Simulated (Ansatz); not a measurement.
## Telling isomers of CH2BFI+ apart by their spectra

These gas-phase data were calculated for one isomer of CH2BFI+ at r2SCAN-D4/def2-SVP (harmonic, unscaled wavenumbers; equilibrium rotational constants with average atomic masses):

* rotational constants: 27.71, 1.286, 1.239 GHz
* all wavenumbers above 1500 cm⁻¹: 3045, 2992

Candidates:

(1) `FC[B+]I`, a singlet
(2) `FB[CH+]I`, a singlet

Which candidate do the data belong to?

Candidate (1). No mode falls between 2350 and 2900 cm⁻¹, where the B–H stretch of (2) would stand.

The same quantities for all candidates:

|  | rotational constants (GHz) | wavenumbers above 1500 cm⁻¹ | E above the lowest, r2SCAN-D4/def2-SVP (kcal/mol) |
| --- | --- | --- | --- |
| (1) | 27.71, 1.286, 1.239 | 3045, 2992 | 6.5 |
| (2) | 18.62, 1.539, 1.468 | 3131, 2590 | 0.0 |

Harmonic stretches to hydrogen usually lie a few per cent above observed fundamentals. Each candidate is one conformer. Atoms past krypton carry core potentials. Programs: Ansatz 0.2.0.
